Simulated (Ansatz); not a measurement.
Pt₃H₄. Total charge 0; singlet. Geometry PBE0-D4/def2-TZVP, basis def2-TZVP, Ansatz.

Cartesian coordinates in Å:
```
Pt 0.329 -1.769 -1.064
Pt 1.149 0.280 0.547
Pt -0.912 0.635 -0.681
H -1.447 1.979 -0.096
H 0.780 -1.489 0.465
H 1.217 1.524 1.486
H -1.116 -1.160 -0.658
```

```tsv
run	HOMO (eV)	LUMO (eV)
A	-8.87	-1.73
B	-6.69	-3.67
C	-5.66	-4.52
D	-5.47	-4.69
```

In the def2 sets Pt takes a core potential; there is no spin–orbit coupling. No other spin state of charge 0 was run. Another isomer (singlet) lies 0.23 eV lower at PBE0-D4/def2-TZVP; other spin states weren't run for this one.

Task: The runs used PBE, PBE0, r2SCAN, ωB97M-V. Estimate which is which.

Result: A ωB97M-V (range-separated); B PBE0 (25 % exact exchange); C r2SCAN (0 % exact exchange); D PBE (0 % exact exchange). Exact exchange lowers occupied and raises empty levels; among semilocal functionals meta-GGAs tend to open the gap a little, and such runs are hard to tell apart. The gap grows from 0.78 eV (PBE) to 7.15 eV (ωB97M-V). The restricted singlet is unstable towards broken spin symmetry in Hartree–Fock (as tested in another run); at ωB97M-V/def2-TZVP, PBE0-D4/def2-TZVP, r2SCAN-D4/def2-TZVP, PBE-D4/def2-TZVP this wasn't settled.
